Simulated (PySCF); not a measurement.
## Assigning NMR signals

Mapped SMILES: `[F:1][C@@H:2]1[CH2:3][SiH2:4][CH2:5][CH2:6]/[C:7]1=[CH:8]\[Cl:9]`; H(Xn) means a hydrogen on atom n. Ha(C3), Ha(Si4), Ha(C5), Ha(C6) are cis to F1 on the ring; Hb(C3), Hb(Si4), Hb(C5), Hb(C6) are trans to F1 on the ring.

PySCF 2.14.0 with density-fitted response routines calculation with GFN2-xTB geometry and GIAO PBE0/pcSseg-1 shieldings; no solvent, single conformer, non-relativistic.

Shifts are taken against calculated references (same method and geometry level): ¹³C (186.93 ppm), ¹H (31.72 ppm) against TMS.

(1) Assign these signals to the numbered atoms. ¹³C{¹H} NMR (computed): δ 151.8, 125.1, 96.7, 29.2, 24.2, 11.0.

(2) Assign these signals to the numbered atoms. ¹H NMR (500 MHz, computed): δ 6.38 (m, 1H), 5.29 (m, 1H), 4.23 (m, 1H), 4.18 (m, 1H), 3.54 (m, 1H), 1.79 (m, 1H), 1.66 (m, 1H), 1.17 (m, 1H), 0.87 (m, 1H), 0.82 (m, 1H).

Results:

(1) 
| δ (ppm) | atoms | environment | reason |
| --- | --- | --- | --- |
| 151.8 | C7 | fully substituted alkene carbon | the olefinic region |
| 125.1 | C8 | alkene CH | as expected for a trigonal carbon in a double bond |
| 96.7 | C2 | allylic sp3 CH bonded to F | deshielded by the electronegative neighbour |
| 29.2 | C6 | allylic sp3 CH2 | aliphatic region, no heteroatom directly attached |
| 24.2 | C3 | sp3 CH2 bonded to Si | – |
| 11.0 | C5 | sp3 CH2 bonded to Si | an electropositive neighbour leaves it electron-rich and shielded |

(2) 
6.38 → H(C8), hydrogen on an alkene CH: a vinylic proton, deshielded by the sp2 carbon and the C=C anisotropy
5.29 → H(C2), hydrogen on an allylic sp3 CH bonded to F: its carbon carries F, an electronegative neighbour
4.23 → Ha(Si4), hydrogen on a silicon bonded to 2 C, in a 6-membered ring
4.18 → Hb(Si4), hydrogen on a silicon bonded to 2 C, in a 6-membered ring
3.54 → Ha(C6), hydrogen on an allylic sp3 CH2
1.79 → Hb(C6), hydrogen on an allylic sp3 CH2: allylic position
1.66 → Hb(C3), hydrogen on an sp3 CH2 bonded to Si
1.17 → Ha(C3), hydrogen on an sp3 CH2 bonded to Si
0.87 → Hb(C5), hydrogen on an sp3 CH2 bonded to Si: an electropositive neighbour shields it, as in TMS itself
0.82 → Ha(C5), hydrogen on an sp3 CH2 bonded to Si

Ha(Si4) and Hb(Si4); Hb(C5) and Ha(C5) lie closer than the usual error of such a calculation, so a measured spectrum could show them in the other order.

Carbons that carry Cl, above all several Cl atoms, come out too deshielded, partly because spin–orbit coupling is missing. Splittings by ¹⁹F in the carbon and heteronuclear signals aren't shown, as no couplings were computed. Shifts are as computed. Against solution values, carbons near 30 ppm lie about +3 ppm off and those near 130 ppm about +5 ppm; carbons on Cl a further +6 ppm. Of 1309 compounds with measured shifts, 239 miss one by over three times the rms of a fit or turn the order of signals round; such compounds aren't used in these exercises. Multiplicities follow the n + 1 count of equivalent neighbours, as no J values were calculated; m marks all less simple cases, F and P coupling included.
